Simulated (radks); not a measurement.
Q: Re3+, configuration [Xe] 4f14 5d4. Method: Dirac Kohn-Sham, LDA (Slater exchange, Perdew-Wang correlation), spin-unpolarised, spherical densities, finite nucleus; open shells are shared between the two j in proportion to 2j + 1; Fermi nuclear charge, rms radius 5.3698 fm; computed with a radial shooting solver on a logarithmic mesh with Libxc functionals. Some entries of the table are withheld. Estimate them.

orbital  occ.  eigenvalue (hartree)  <r> (bohr)  <1/r> (bohr^-1)
1s1/2       2             -2627.685     0.01805            88.64
2s1/2       2             -456.2671     0.07564            21.62
2p1/2       2             -436.8833     0.06248            21.59
2p3/2       4             -384.0362     0.07056            18.04
3s1/2       2             -106.4600      0.1971            7.934
3p1/2       2             -97.76130      0.1871            7.855
3p3/2       4             -86.28788      0.2020            6.932
3d3/2       4             -71.58192      0.1765            6.829
3d5/2       6             -69.08897      0.1811            6.613
4s1/2       2             -23.06454      0.4408            3.343
4p1/2       2             -19.43173         (1)            3.234
4p3/2       4             -16.74612         (2)            2.911
4d3/2       4                   (3)      0.4936            2.700
4d5/2       6                   (4)      0.5050            2.623
5s1/2       2              -4.23032       1.033            1.312
5p1/2       2              -3.12140       1.128            1.186
4f5/2       6              -2.71740      0.5752            2.182
5p3/2       4              -2.70718       1.226            1.074
4f7/2       8              -2.62482      0.5839            2.151
5d3/2     1.6                   (5)       1.653              (6)
5d5/2     2.4                   (7)       1.699              (8)

A: 
(1) 4p1/2 <r> (bohr): 0.4451
(2) 4p3/2 <r> (bohr): 0.4788
(3) 4d3/2 eigenvalue (hartree): -10.75939
(4) 4d5/2 eigenvalue (hartree): -10.26305
(5) 5d3/2 eigenvalue (hartree): -1.25069
(6) 5d3/2 <1/r> (bohr^-1): 0.7813
(7) 5d5/2 eigenvalue (hartree): -1.20963
(8) 5d5/2 <1/r> (bohr^-1): 0.7580
